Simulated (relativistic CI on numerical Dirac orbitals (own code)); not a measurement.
Ce4+: 5p photoemission

Computed with this model: Dirac-Coulomb-Breit CI, separate exchange-only KLI orbitals for each configuration, model QED (radiative potential, 1s self-energy scaled to tabulated hydrogen-like ionisation energies), valence Slater integrals scaled by 0.9, multiplet model of photoemission in the sudden approximation; configurations [Kr] 4d10 5s2 5p6 → [Kr] 4d10 5s2 5p5; 80 K; Lorentzian 0.84 eV and Gaussian 0.5 eV FWHM. Energies are those of the free ion, without screening or charge transfer. The energies are binding energies and can lie tens of eV above those of solids. S is read from ⟨S²⟩ = S(S + 1).

free ion: ground-state S = 0.00, centroid 65.66 eV. Peaks (eV, height): 64.6 (100), 67.9 (52).

Strongest unbroadened transitions for free ion:

```json
{"Energy (eV)": "64.56", "Relative strength": "100.0"}
{"Energy (eV)": "67.88", "Relative strength": "50.0"}
```
